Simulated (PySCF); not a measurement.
C3H6OSi2, SMILES O=C[Si@H]1C=C[SiH2]1. Coordinates come from a PBE-D3(BJ)/def2-SVP optimisation. The structure was generated by enumeration; whether it is a known compound was not checked. Other conformers were not sampled.

Computed equilibrium geometry at PBE-D3(BJ)/def2-SVP (PySCF confirms it by a frequency run) as a Z-matrix (one conformer of several):
```
Si
H 1 1.5037
C 1 1.9003 2 119.41
C 3 1.3673 1 105.38 2 -126.23
H 4 1.1068 3 123.51 1 -175.26
H 3 1.1069 4 123.43 5 1.48
Si 4 1.8995 5 131.68 3 178.27
H 7 1.5062 4 114.35 5 -69.18
H 7 1.5071 8 108.34 4 -132.29
C 1 1.9452 2 109.00 3 131.31
O 10 1.2170 1 123.37 2 16.78
H 10 1.1402 11 120.80 1 -177.34
```
Charge 0, spin multiplicity 1.
